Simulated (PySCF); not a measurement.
## Working out the ionisation energy of Ag⁺

Ag⁺ [Kr] 4d10 (1S) → Ag²⁺ [Kr] 4d9 (2D). Computed with PySCF 2.14 in cc-pVDZ-PP with ECP28MDF, with a scalar-relativistic core potential. Frozen: 4s2 4p6. Energies in hartree (1 hartree = 27.21139 eV):

```
             part  Ag⁺ (lower)  Ag²⁺ (upper)
              UHF  -145.820491   -145.095196
MP2 opposite-spin    -0.166424     -0.129767
    MP2 same-spin    -0.096837     -0.076621
```

Problem. What does Hartree-Fock give?

Solution. (-145.095196) − (-145.820491) = 0.725295 hartree = 19.736 eV.

Problem. What do MP2 and SCS-MP2 (6/5 opposite-spin, 1/3 same-spin) give?

Solution. The opposite-spin parts differ by 0.997 eV and the same-spin parts by 0.550 eV. MP2: 19.736 + (0.997) + (0.550) = 21.283 eV. SCS-MP2: 19.736 + 1.2 × (0.997) + (0.550)/3 = 21.116 eV.

Reference: 21.484 eV (measured; NIST Atomic Spectra Database, ionization energies), between the lowest levels; spin-orbit coupling is absent from the calculation.

A double-zeta basis recovers only part of the correlation energy.

What remains against the reference includes basis incompleteness, the frozen core and correlation beyond second order.
